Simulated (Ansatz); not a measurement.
`C[NH][Al]([Cl])[Cl]` and `CNB(Cl)Cl` differ in one element.

Ansatz, PBE0-D4/def2-TZVP geometries, multiplicity 1. Each molecule was computed in one conformer, which needn't be the lowest.

```
                                        property  `C[NH][Al]([Cl])[Cl]`
  size of the dipole moment (PBE/def2-TZVPP) / D                   2.36
             HOMO energy (B3LYP/def2-TZVPP) / eV                  -7.05
  zero-point energy (PBE0-D4/def2-TZVP) / kJ/mol                  152.3
size of the dipole moment (B3LYP/def2-TZVPP) / D                   2.35
             LUMO energy (B3LYP/def2-TZVPP) / eV                  -0.80
              LUMO energy (PBE0/def2-TZVPP) / eV                  -0.53
```

(1) What does the change do to each property? (Best estimate.)

## Answers

(1) Computed: 
```csv
property,`CNB(Cl)Cl`,shift
size of the dipole moment (PBE/def2-TZVPP) / D,3.00,0.64
HOMO energy (B3LYP/def2-TZVPP) / eV,-7.69,-0.64
zero-point energy (PBE0-D4/def2-TZVP) / kJ/mol,164.1,11.8
size of the dipole moment (B3LYP/def2-TZVPP) / D,3.00,0.65
LUMO energy (B3LYP/def2-TZVPP) / eV,0.07,0.87
LUMO energy (PBE0/def2-TZVPP) / eV,0.26,0.79
```

With PBE0 the HOMO falls by 0.65 eV and the LUMO rises by 0.79 eV, so the gap widens by about 1.44 eV. PBE moves the HOMO by -0.65 eV and ωB97M-V by -0.59 eV. Dipoles are sizes alone; their direction can turn.

B3LYP here is the variant with VWN-RPA as its local correlation; programs differ in this.
